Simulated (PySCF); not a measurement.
Ne+: ionisation energy

Ne+ [He] 2s2 2p5 (2P) → Ne(2+) [He] 2s2 2p4 (3P), as a difference of total energies. Computed with PySCF 2.14 in x2c-QZVPPall with one added diffuse shell each of s, p, d, f type (8s5p4d3f1g, 73 functions), with the spin-free X2C one-electron Hamiltonian (Gaussian nucleus). Correlated levels: valence and next inner shell: nothing frozen. The calculations carry no spin-orbit coupling.

```csv
method,ionisation energy (eV),error (eV)
UHF,39.259,-1.704
MP2 (valence and next inner shell),40.876,-0.087
SCS-MP2 (valence and next inner shell),40.877,-0.086
CCSD (valence and next inner shell),40.806,-0.157
CCSD(T) (valence and next inner shell),40.841,-0.122
```

Reference: 40.963 eV (measured; NIST Atomic Spectra Database, ionization energies).

Errors of the correlated levels include the incompleteness of this basis.
